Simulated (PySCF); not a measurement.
Geometry (Å), atoms numbered from 1 in this order:
```xyz
13

Co    0.000    0.000    0.000
C    -0.009   -0.004    1.925
N    -0.014   -0.007    3.096
C     0.009    0.004   -1.925
N     0.015    0.006   -3.096
C     1.925    0.010    0.009
N     3.095    0.016    0.015
C    -1.925   -0.010   -0.009
N    -3.096   -0.015   -0.014
C    -0.010    1.925    0.004
N    -0.016    3.096    0.006
C     0.009   -1.925   -0.004
N     0.015   -3.095   -0.007
```

Total charge -3.

Geometry: PBE0-D3(BJ)/def2-SVP; GIAO absolute shieldings from PySCF, gas phase, non-relativistic, averaged over equivalent atoms.

At PBE0/pcSseg-1 (pcSseg-2 on Co) (277 basis functions, about 70 core-seconds):
```csv
atoms,σ (ppm)
Co1,-6792.9
C2/C4/C6/C8/C10/C12,17.6
N3/N5/N7/N9/N11/N13,-69.5
```

Problem. What do these become at B3LYP/pcSseg-1 (pcSseg-2 on Co)?

Solution. 
```csv
atoms,σ at B3LYP/pcSseg-1 (pcSseg-2 on Co),change
Co1,-6330.6,+462.3
C2/C4/C6/C8/C10/C12,14.4,-3.2
N3/N5/N7/N9/N11/N13,-68.6,+0.9
```

The largest change is at Co1 (Co bonded to 6 C). Cost: 277 basis functions, of the order of 90 core-seconds.
